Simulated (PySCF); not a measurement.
C₃H₃F₄, SMILES F[C](F)CC(F)F, multiplicity 2.

Coordinates come from a r2SCAN-D4/def2-SVP optimisation. The isomer is the one that the SMILES or the coordinates give; other isomers of the formula were not compared. Other conformers were not sampled.

Two levels are set side by side: PBE/def2-TZVP (PySCF) and B3LYP/def2-TZVP (PySCF). Same geometry, gas phase. Differences are taken from unrounded values.

| quantity | B3LYP | PBE | PBE minus B3LYP |
|---|---|---|---|
| α-spin orbital gap (eV) | 7.77 | 5.83 | -1.95 |
| β-spin orbital gap (eV) | 7.59 | 5.31 | -2.28 |
| dipole moment (D) | 1.30 | 1.27 | -0.02 |
| mean polarisability (bohr³) | 38.6 | 40.4 | 1.8 |

PBE's more diffuse valence density responds more strongly to a field. Differences between two approximate levels are no errors against the true value.

Rough cost on one machine, each run with all the roots and properties that it gave: B3LYP against PBE within a factor of 2.
